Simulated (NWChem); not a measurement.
## Correlation energy of CHCl$_{2}$

SMILES: Cl[CH]Cl
```xyz
4

Cl     0.1691    -0.0239     1.4703
C     -0.6687     0.1485     0.0000
Cl     0.1691    -0.0239    -1.4703
H     -1.7364    -0.0785     0.0000
```
Charge 0, spin multiplicity 2.

Program: NWChem. The geometry was optimised at UPBE0/def2-SVP, a minimum by its harmonic frequencies.

Basis set: def2-SVP. Each correlation energy counts from its own Hartree-Fock reference.

The correlated methods keep 11 core orbitals frozen. The structure started from a generated list of species. The unpaired electrons of the parent sit in orbitals of symmetry a' (Cs labels of the run); other states weren't searched. No SCF solution was tested for a lower state. Open-shell Hartree-Fock references start from PBE0 orbitals. Coupled-cluster values serve here as a point of comparison, not as the truth.

**Question.** One of these methods gave a correlation energy of -371.3 mHa. Which?
A. SCS-UMP2
B. CCSD(T) on ROHF
C. CCSD on ROHF
D. CCSD on UHF

**Answer.** A, SCS-UMP2. The others give -417.8 (CCSD on UHF), -422.7 (CCSD on ROHF), -433.8 (CCSD(T) on ROHF).
